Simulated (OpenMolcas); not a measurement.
**Co2+: the spin-orbit constant, Racah parameters, worked from levels**

```yaml
Program: OpenMolcas 26.06
Basis: ANO-RCC-VDZP [5s4p2d1f]
Scalar_Hamiltonian: DKH2, point nucleus
Active_space: 7 electrons in 5 orbitals (3d)
State_averaging: 2S+1 = 4 even, 10 roots; 2S+1 = 2 even, 40 roots
Spin-orbit_coupling: state interaction with AMFI integrals over the reference wave functions, term energies averaged over their components
```

Methods: CASSCF; MS-CASPT2, IPEA 0.25 Eh, imaginary shift 0.1 Eh (closed shells correlated: 3s 3p). Measured levels: Sugar and Corliss, J. Phys. Chem. Ref. Data 10, 1097 (1981).

**The spin-orbit constant.** For the Hund term ⁴F of d7, E(J) = (A/2) J(J+1) + constant and ζ = -2S·A = -3A. From J = 3/2 to J = 9/2 the energy changes by 10.5 A.

| Source | E(9/2) - E(3/2) | A | ζ |
| --- | --- | --- | --- |
| CASSCF | -1922.3 | -183.1 | 549 |
| MS-CASPT2 | -1917.3 | -182.6 | 548 |
| measured | -1866.8 | -177.8 | 533 |

All in cm-1. MS-CASPT2 is off by +2.7 % and CASSCF by +3.0 %. Both methods take the spin-orbit matrix elements from the reference wave functions, so the second can move ζ only through the term energies and any multistate remixing. Second-order mixing with other terms is absorbed into this ζ.

**Racah parameters.** Above ⁴F, d7 has ⁴P at 15B, ²G at 4B + 3C and ²H at 9B + 3C. The first two fix B and C, and the third tests them; where it misses by thousands of cm-1, two parameters do not describe the configuration (Trees and configuration-interaction terms are left out) and B and C hang on the terms chosen. Term energies are centres of gravity, weighted by 2J + 1.

```
   Source     ⁴P     ²G     B     C   C/B  ²H from B, C  ²H found
   CASSCF  18467  18556  1231  4544  3.69         24711     24794
MS-CASPT2  15797  16461  1053  4083  3.88         21726     23143
 measured  14561  16510   971  4209  4.33         21366     22227
```

Energies in cm-1. From CASSCF to MS-CASPT2, B changes by -14.5 % and C by -10.1 %. Against the measured terms, MS-CASPT2 has B off by +8.4 % and C by -3.0 %.

CASPT2 breaks the degeneracy within a term, and the mean is taken; among the terms shown or strongly mixed into the levels shown the widest spread is 820 cm-1 (3d⁷ ⁴F, MS-CASPT2). Without dynamic correlation excited terms often stand tens of per cent too high (terms of higher spin than the ground term too low), and those without a measured partner can miss by more than the paired ones (holds for CASSCF). Computed and measured levels are paired by configuration, term and J; levels that our copy of the source lacks, or whose pairing is in doubt (as where it misses far off the trend of its configuration), stay unpaired and out of the deviations. Only configurations of the active space appear.
